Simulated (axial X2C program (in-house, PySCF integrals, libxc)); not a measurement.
CoB with a deliberately poor setting

Computed with an axial X2C code built on PySCF integrals.

The run was started with this input:
```json
{"zs": [27, 5], "q": 0, "bas": ["dyall-v3z", "dyall-v3z"], "levels": ["PBE0", "HF", "TPSS", "BP86"], "cc": false, "r0": 1.96, "npts": 10, "nst": 2, "ntry": 6, "opt": {"nrad": 45, "nth": 14}}
```
```bash
python so2c.py task.json out
```

Keys: zs atomic numbers; q charge; bas basis sets; levels methods; cc coupled cluster on or off; r0 starting distance in Å; npts points on the curve; nst determinants followed; ntry starts of the search; nrad radial grid points; nth angular grid points. HF also brings MP2.

Question: One numerical setting was spoiled on purpose. Which, and what came out?

Answer: Integration grid too coarse. The grid acts on the functional rows and the state search only. States: spin-free M_S = 1, Λ = 2; 2c Ω = 3. The apparent results, which are not to be taken for properties of CoB:

```tsv
Hamiltonian	level	points converged	Re (Å)	ωe (cm⁻¹)	De (eV)	curve-fit residual (μEh)
spin-free	PBE0	10 of 10	1.660	905	2.56	150
spin-free	HF	10 of 10	1.978	495	-0.60	0.25
spin-free	MP2	10 of 10	1.671	584	0.18	0.15
spin-free	TPSS	10 of 10	1.681	817	3.66	1.7
spin-free	BP86	10 of 10	1.680	815	4.04	3.6
2c	PBE0	10 of 10	1.660	900	2.56	150
2c	HF	10 of 10	n/a	n/a	n/a	n/a
2c	MP2	10 of 10	1.669	594	0.18	17
2c	TPSS	10 of 10	1.681	817	3.79	1.7
2c	BP86	10 of 10	1.680	815	4.25	3.6
```
